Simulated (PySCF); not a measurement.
F4Zr (SMILES [F][Zr]([F])([F])[F]), singlet, geometry from GFN2-xTB (such geometries of metal compounds can be far from the true shape) (core potentials on Zr); DF-HF/def2-TZVP (PySCF).

PySCF was given this input:
```python
from pyscf import gto, scf

mol = gto.Mole()
mol.atom = '''
    Zr   -0.00000000    0.00000000    0.00000000
    F     1.17763810    0.86361362   -1.12373134
    F     0.92988717   -1.15466949    1.09429445
    F    -1.21942764   -0.95123912   -1.00178465
    F    -0.88809763    1.24229499    1.03122154
'''
mol.basis = 'def2-tzvp'
mol.ecp = {'Zr': 'def2-tzvp'}
mol.verbose = 4
mol.build()

mf = scf.RHF(mol)
mf.conv_tol = 1e-4
mf = mf.density_fit(auxbasis='def2-universal-jkfit')
mf.kernel()
mf.analyze()
```

Task: Predict the main parts of the log of this PySCF run.

Result: 
```
PySCF version 2.14.0

[INPUT] verbose = 4
[INPUT] num. atoms = 5
[INPUT] num. electrons = 48
[INPUT] charge = 0
[INPUT] spin (= nelec alpha-beta = 2S) = 0
[INPUT] symmetry False subgroup None
[INPUT] Mole.unit = angstrom
[INPUT] Symbol           X                Y                Z      unit          X                Y                Z       unit  Magmom
[INPUT]  1 Zr     0.000000000000   0.000000000000   0.000000000000 AA    0.000000000000   0.000000000000   0.000000000000 Bohr   0.0
[INPUT]  2 F      1.177638100000   0.863613620000  -1.123731340000 AA    2.225413482853   1.631993219244  -2.123544470191 Bohr   0.0
[INPUT]  3 F      0.929887170000  -1.154669490000   1.094294450000 AA    1.757232078047  -2.182009100491   2.067916810132 Bohr   0.0
[INPUT]  4 F     -1.219427640000  -0.951239120000  -1.001784650000 AA   -2.304384268325  -1.797581415772  -1.893098624293 Bohr   0.0
[INPUT]  5 F     -0.888097630000   1.242294990000   1.031221540000 AA   -1.678261292575   2.347597297019   1.948726284352 Bohr   0.0

nuclear repulsion = 209.5299806226
number of shells = 58
number of NR pGTOs = 244
number of NR cGTOs = 164
basis = def2-tzvp
ecp = {'Zr': 'def2-tzvp'}

******** <class 'pyscf.df.df_jk.DFRHF'> ********
method = DFRHF
initial guess = minao
damping factor = 0
level_shift factor = 0
DIIS = <class 'pyscf.scf.diis.CDIIS'>
diis_start_cycle = 1
diis_space = 8
diis_damp = 0
SCF conv_tol = 0.0001
SCF conv_tol_grad = None
SCF max_cycles = 50
direct_scf = False
Set gradient conv threshold to 0.01
Initial guess from minao.
******** <class 'pyscf.df.df.DF'> ********
auxbasis = def2-universal-jkfit
init E= -438.615745966818
  HOMO = -0.876691312401978  LUMO = -0.240665553509079  gap/eV = 17.30714
cycle= 1 E= -444.680646130091  delta_E= -6.06  |g|= 0.965  |ddm|= 4.64
  HOMO = -0.555187627269478  LUMO = 0.0482160175059994  gap/eV = 16.41945
cycle= 2 E= -444.745925555035  delta_E= -0.0653  |g|= 0.656  |ddm|= 0.63
  HOMO = -0.641936934085293  LUMO = 0.0464007984934412  gap/eV = 18.73062
cycle= 3 E= -444.80218426862  delta_E= -0.0563  |g|= 0.0538  |ddm|= 0.273
  HOMO = -0.645257704008061  LUMO = 0.0451309305936398  gap/eV = 18.78643
cycle= 4 E= -444.802761587231  delta_E= -0.000577  |g|= 0.00852  |ddm|= 0.0492
  HOMO = -0.644434783396531  LUMO = 0.0454674769351158  gap/eV = 18.77320
cycle= 5 E= -444.802786655805  delta_E= -2.51e-05  |g|= 0.00218  |ddm|= 0.0109
  HOMO = -0.644603212902863  LUMO = 0.0454022873023163  gap/eV = 18.77601
Extra cycle  E= -444.802788670821  delta_E= -2.02e-06  |g|= 0.000855  |ddm|= 0.00313
converged SCF energy = -444.802788670821
**** SCF Summaries ****
Total Energy =                        -444.802788670820973
Nuclear Repulsion Energy =             209.529980622599822
One-electron Energy =                -1054.610396775850404
Two-electron Energy =                  400.277627482429580
Two-electron Coulomb Energy =          446.272554646107722
DFT Exchange-Correlation Energy =      -45.994927163678142
HOMO-LUMO gap [eV] =                    18.776006022006332
**** MO energy ****
MO #1   energy= -26.2943097676953  occ= 2
MO #2   energy= -26.2943097670979  occ= 2
MO #3   energy= -26.294309766419   occ= 2
MO #4   energy= -26.2943095631052  occ= 2
MO #5   energy= -2.64362781530059  occ= 2
MO #6   energy= -1.71418624846311  occ= 2
MO #7   energy= -1.71418624751742  occ= 2
MO #8   energy= -1.71418624634036  occ= 2
MO #9   energy= -1.57094855374157  occ= 2
MO #10  energy= -1.47571983708643  occ= 2
MO #11  energy= -1.4757198369883   occ= 2
MO #12  energy= -1.47571983696757  occ= 2
MO #13  energy= -0.704837279509032 occ= 2
MO #14  energy= -0.704837279154333 occ= 2
MO #15  energy= -0.70483727882326  occ= 2
MO #16  energy= -0.691697999181363 occ= 2
MO #17  energy= -0.691697999138255 occ= 2
MO #18  energy= -0.679634164834622 occ= 2
MO #19  energy= -0.651306331948961 occ= 2
MO #20  energy= -0.6513063315856   occ= 2
MO #21  energy= -0.651306331247629 occ= 2
MO #22  energy= -0.644603212916322 occ= 2
MO #23  energy= -0.644603212905205 occ= 2
MO #24  energy= -0.644603212902863 occ= 2
MO #25  energy= 0.0454022873023163 occ= 0
MO #26  energy= 0.0718329740005627 occ= 0
MO #27  energy= 0.0718329740932075 occ= 0
MO #28  energy= 0.071832974153715  occ= 0
MO #29  energy= 0.132335746523318  occ= 0
MO #30  energy= 0.132335746627067  occ= 0
MO #31  energy= 0.151511311316993  occ= 0
MO #32  energy= 0.151511311368216  occ= 0
Dipole moment(X, Y, Z, Debye):  0.00000,  0.00000, -0.00000
```
